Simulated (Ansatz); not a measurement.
Consider the hydrogenolysis of the Si–Si bond: `N[SiH]([SiH3])[SeH]` + H₂ → `N[SiH2][SeH]` + SiH₄.

Computed with Ansatz on PBE0-D4/def2-TZVP structures; ΔE is electronic, products minus reactants. CCSD(T)/CBS is the MP2 limit (def2-TZVPP, def2-QZVPP) plus CCSD(T) − MP2 in def2-TZVPP, frozen cores. This one scheme is used for every species. DFT in def2-TZVPP. HSE06 is defined as in plane-wave codes. For Se outer-core shells are correlated without core-valence functions, which leaves a few kJ/mol of doubt a bond. Scalar relativity is left out up to krypton. Each species was taken in one conformer, which may not be the lowest.

`N[SiH]([SiH3])[SeH]`:

Cartesian coordinates in Å:
```
N -0.363 -1.199 1.355
Si 0.516 -0.265 0.223
Si -0.992 0.593 -1.346
Se 1.516 1.425 1.405
H -1.206 -1.685 1.098
H 0.077 -1.595 2.170
H 1.644 -0.956 -0.470
H -0.236 1.314 -2.404
H -1.926 1.541 -0.683
H -1.794 -0.486 -1.990
H 2.764 1.314 0.640
```

H₂:

Z-matrix (Å, degrees):
```
H
H 1 0.746
```

`N[SiH2][SeH]`:

Cartesian coordinates in Å:
```
N 0.128 -1.325 -0.267
Si -0.140 0.344 -0.536
Se 0.709 1.826 0.993
H 1.067 -1.680 -0.182
H -0.504 -1.834 0.330
H -1.610 0.517 -0.619
H 0.549 0.767 -1.779
H -0.198 1.385 2.060
```

SiH₄:

Z-matrix (Å, degrees):
```
Si
H 1 1.485
H 1 1.485 2 109.5
H 1 1.485 2 109.5 3 -120.0
H 1 1.485 2 109.5 3 120.0
```

```
             level  ΔE (kJ/mol)  difference from CCSD(T)/CBS
            PBE-D4        -10.8                         13.7
         revPBE-D4         -7.6                         16.9
           BLYP-D4        -19.3                          5.2
            B97M-V        -23.5                          1.0
        r2SCAN0-D4        -23.3                          1.2
          HSE06-D4        -16.6                          7.9
            revPBE        -21.9                          2.6
              BLYP        -35.5                        -11.0
            r2SCAN        -22.1                          2.4
              PBE0        -24.0                          0.5
           r2SCANh        -23.7                          0.8
           LC-ωPBE        -28.3                         -3.8
RPA@PBE/def2-TZVPP        -32.7                         -8.2
     CCSD/def2-SVP        -44.8                        -20.3
     HF/def2-TZVPP        -58.2                        -33.7
    CCSD/CBS(def2)        -29.7                         -5.2
       CCSD(T)/CBS        -24.5                            0
```

(1) What do rigid-rotor, harmonic-oscillator terms from PBE0-D4/def2-TZVP frequencies (298.15 K, 1 bar) make of the CCSD(T)/CBS value? (Estimate.)

Largest T1 diagnostic among the species: 0.011.

Results:

(1) The calculation gave: ΔZPE = +12.1 kJ/mol, ΔH = -18.2 kJ/mol, ΔS = 6 J/(mol·K), ΔG = -20.2 kJ/mol.

From PBE to PBE0 (25 % exact exchange), in def2-TZVPP and without D4, ΔE moves by −5.0 kJ/mol. The D4 term adds +13.5 kJ/mol with B3LYP and +7.5 kJ/mol with PBE0; it sums over pairs of atoms, weighted by their polarisabilities, and B3LYP, whose exchange is more repulsive, gets the larger term.

B3LYP here is the variant with VWN-RPA as its local correlation; programs differ in this.
